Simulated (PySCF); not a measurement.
SMILES c1cc(sc1C)S, GFN2-xTB optimised geometry. Atoms within 1.6 Å of the plane z = 0.0 Å (x, y, z in Å): C1 (-1.64, -2.29, 0.00), C2 (-0.70, -1.14, 0.00), C3 (0.66, -1.14, 0.00), C4 (1.23, 0.15, 0.00), C5 (0.29, 1.14, 0.00), S6 (0.60, 2.87, 0.00), S7 (-1.32, 0.49, 0.00), H8 (-1.07, -3.22, 0.02), H9 (-2.29, -2.26, 0.87), H10 (-2.26, -2.28, -0.89), H11 (1.24, -2.04, 0.00), H12 (2.29, 0.35, 0.00), H13 (-0.69, 3.22, 0.01).

Computed with PBE/def2-TZVP run with PySCF. Cells within 0.4 Å of a nucleus heavier than hydrogen are left out (blank, or x).

Map of the Laplacian of the electron density (e/bohr⁵), clipped to [-1.50, 1.50] on the plane z = 0.0 Å:

```
|5555555555555555555555555|
|5555555555555555555555555|
|5555555555555555555555555|
|5555555555555555555555555|
|5555555555555545555555555|
|5555555555203x94555555555|
|5555555555546xx4555555555|
|5555555555555755555555555|
|5555555555554355555555555|
|555555555555xx55555555555|
|555555553973xx35555555555|
|555555559x94542x205555555|
|55555555495556xx345555555|
|5555555554355524555555555|
|5555555555xx3xx5555555555|
|5555555554xx3xx5555555555|
|5555555552455521555555555|
|55555555xx555554555555555|
|5555555551455555555555555|
|5555555553055555555555555|
|5555555555555555555555555|
|5555555555555555555555555|
|5555555555555555555555555|
|5555555555555555555555555|
|5555555555555555555555555|
```
Scale: ten equal steps from -1.50 (start of '0') to 1.50 (end of '9'), in the order '0123456789'; x runs from -5.50 to 5.50, y from -5.50 (bottom) to 5.50 (top).
